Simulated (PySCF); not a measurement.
NMR data simulated for an unnamed compound:

1H NMR (400 MHz, computed): δ 6.15 (br s, 1H), 4.01 (m, 1H), 2.43 (m, 1H), 1.58 (d, 3H), 1.52 (d, 3H).

13C{1H} NMR (computed): δ 181.1 (C), 65.0 (CH), 51.7 (CH), 26.3 (CH3), 20.9 (CH3).

Computational details: geometry: GFN2-xTB, NMR shieldings at PBE0/pcSseg-1/GIAO, in PySCF (relativity neglected, rapidly exchanging positions averaged, no solvent, a single conformation).

References, each an isolated molecule treated in the same way: 1H, 13C against TMS.

**Question.** Which of these does the molecule contain: a vinyl group CH=CH2, an OH group, a benzene ring, a carboxylic acid, an N-methyl group?

**Answer.** 
- A vinyl group CH=CH2: no.
- An OH group: yes (δH 6.15 (br s)).
- A benzene ring: no.
- A carboxylic acid: yes (δC 181.1; δH 6.15 (br s)).
- An N-methyl group: no.

The data belong to SMILES C[C@H](C(=O)O)[C@@H](C)Cl, C₅H₉ClO₂; they needn't prove each group on their own.

Carbon signals by region: 1 in the far downfield region (above 160 ppm), 2 at 50–100 ppm, 2 below 50 ppm. Above 160 ppm: 181.1, carboxylic acid carbon.

The OH or NH signal is concentration- and solvent-dependent in practice; the value given is the gas-phase one. Carbons that carry Cl, above all several Cl atoms, come out too deshielded, partly because spin–orbit coupling is missing. Shifts are as computed. Against solution values, carbons near 30 ppm lie about +3 ppm off and those near 130 ppm about +5 ppm; carbons on Cl a further +6 ppm. Of 1211 compounds with measured shifts, 218 miss one by over three times the rms of a fit or turn the order of signals round; such compounds aren't used in these exercises. The C=O carbon of an acid or of an amide with N–H lies up to 10 ppm further downfield in solution, through hydrogen bonding that the calculation lacks. No couplings were computed; multiplicities are counted from neighbouring protons, with m where these are inequivalent, close in shift, in a saturated or five-membered ring or joined by F or P, and br s for small geminal =CH2 splittings.
